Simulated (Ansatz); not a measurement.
Cost and result up the ladder for the cluster Li₇Sn₂ (9 atoms). Total charge 0; doublet. Geometry: B3LYP-D4/def2-SVP.

```
atom   x (Å)   y (Å)   z (Å)
 Li1  -2.141   0.339   2.427
 Li2  -0.917  -2.400   1.471
 Li3   0.889   0.082   1.422
 Li4   3.428   0.006  -0.261
 Li5  -0.778   2.403  -0.052
 Li6   0.810  -1.601  -1.052
 Li7  -0.957   0.405  -2.660
 Sn8  -1.561  -0.304  -0.065
 Sn9   1.227   1.070  -1.231
```

Ansatz on 4 threads of Arm Neoverse N1 on a shared host. Times are rough, and most runs start from the orbitals of an earlier one. ωB97M-V/def2-TZVP serves as the yardstick here, not as an exact answer. Differences are given only for rows in sets of like size (and for xTB, whose basis is part of the method), since another set adds its own error. Binding counts from free atoms at the same level (Li doublet, Sn triplet; other spins of the atoms weren't run), without zero-point energy or a counterpoise term.

In the def2 sets Sn takes a core potential; there is no spin–orbit coupling. Correlated methods freeze 8 core orbitals; core or outer-core shells of Li, Sn are correlated, in sets that lack core-valence functions. The rows differ in basis, and correlated rows in double-zeta sets carry the largest basis error. Another isomer (doublet) lies 0.05 eV lower at PBE0-D4/def2-TZVP; other spin states weren't run for this one.

Correlated methods converge slowly with the basis, most of all in double-zeta sets.

| level | functions | binding energy per atom (eV) | difference from ωB97M-V/def2-TZVP (eV) | remarks |
| --- | --- | --- | --- | --- |
| r2SCAN-D4/def2-TZVP | 198 | 1.53 | 0.00 | – |
| PBE-QIDH/def2-TZVP | 198 | 1.48 | -0.05 | – |
| ωB97M-V/def2-TZVP | 198 | 1.53 | 0.00 | – |
| CCSD(T)/def2-SVP | 115 | 1.35 | – | spin-contaminated (⟨S²⟩ 1.01) |
| PBE-D4/def2-TZVP (with forces) | 198 | 1.54 | 0.01 | – |
| PBE0-D4/def2-TZVP | 198 | 1.50 | -0.03 | – |

Q: Estimate how long each takes.

A: PBE-D4/def2-TZVP (with forces) 12 s; PBE0-D4/def2-TZVP 22 s; r2SCAN-D4/def2-TZVP 28 s; PBE-QIDH/def2-TZVP 29 s; ωB97M-V/def2-TZVP 63 s; CCSD(T)/def2-SVP 2.9 min. On shared hardware such times vary by a factor of up to 3.
